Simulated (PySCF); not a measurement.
The complex V(NH2)3 (charge 0) contains V(III), shell d2. The structure is a PBE0-D3(BJ)/def2-TZVP geometry optimised for multiplicity 3; coordination trigonal planar, point group Cs, metal–donor distances 1.86 Å.

```
10

V     0.000    0.000    0.000
N     1.850   -0.072    0.262
H     2.303   -0.221    1.153
H     2.536    0.289   -0.390
N    -0.920   -1.594    0.260
H    -1.922   -1.675    0.364
H    -0.489   -2.502    0.364
N    -0.987    1.566    0.262
H    -1.343    1.883    1.153
H    -1.018    2.341   -0.390
```

Method (PySCF 2.14, density fitting): CASSCF(2,5) with orbitals averaged over all microstates of the shell, strongly contracted NEVPT2 on the averaged canonical orbitals; basis x2c-TZVPall on the metal, x2c-SVPall elsewhere; spin-free X2C; gas phase; spin-orbit coupling by state interaction with the mean-field operator over all roots.

Question: Which term lies lowest, and with what spin?

Answer: 3A'' (S = 1, orbital degeneracy 1), orbital occupations from the lowest 0.9 1.0 0.1 0.0 0.0, by NEVPT2.

Question: Where do the spin-allowed transitions within the shell lie?

Answer: By NEVPT2, the lowest six: 3A'' at 4756 cm⁻¹; 3A' at 6586 cm⁻¹ (1518 nm); 3A'' at 15203 cm⁻¹ (658 nm); 3A' at 18396 cm⁻¹ (544 nm); 3A' at 18742 cm⁻¹ (534 nm); 3A'' at 21687 cm⁻¹ (461 nm). The strongest, at 18396 cm⁻¹, has f = 6.1e-04.

Question: Which is the lowest state of another spin?

Answer: 1A' at 8750 cm⁻¹ by NEVPT2; CASSCF alone puts it at 10884 cm⁻¹ above the same ground state.

Question: Give the fitted ligand-field and repulsion parameters.

Answer: At CASSCF level (the NEVPT2 levels don't fit a ligand-field model well): orbital energies 0, 796, 5648, 17980, 21371 cm⁻¹; B = 829 cm⁻¹; C = 3352 cm⁻¹; B over its free-ion value at the same level 0.763; rms of the fit 312 cm⁻¹; ζ = 167 cm⁻¹ (free ion 209).

Question: What magnetic behaviour follows?

Answer: The ground multiplet follows a spin Hamiltonian with S = 1, g = 1.857, 1.945, 1.998, D = -6.67 cm⁻¹, E/|D| = 0.32 (spin-orbit part alone); the lowest levels hold 100 % of the spin-free ground state. μeff is 2.81 μB at 300 K and 2.63 μB at 10 K; the spin-only value is 2.83 μB.

NEVPT2 lifts 3A'' from 2458 to 4756 cm⁻¹; on the d shell alone such lifts tend to overshoot. NEVPT2 on the d shell alone tends to put d–d bands too high for such charged or covalently bound ions.

The job took 5.8 s on one thread of Arm Neoverse V1 (shared host), with 120 basis functions, launched as `OMP_NUM_THREADS=1 python lf_run.py task.json out`.
